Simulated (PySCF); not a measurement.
H2Sb, SMILES [SbH2-], charge -1.

Geometry: PBE-D3(BJ)/def2-TZVPD. The def2 effective core potentials stand for the cores of Sb; spin–orbit coupling is left out.

Method: PySCF with PBE-D3(BJ)/def2-TZVPD.

Frequencies are harmonic and unscaled.

Q: Estimate the vibrational spectrum. (Estimate from the structure and the level; the computed values follow.)

A: 
| mode | ν (cm⁻¹) | IR (km/mol) | moving atoms (share of kinetic energy) |
|---|---|---|---|
| 1 | 776 | 38.4 | H 99 % |
| 2 | 1758 | 326.6 | H 99 % |
| 3 | 1763 | 337.4 | H 99 % |
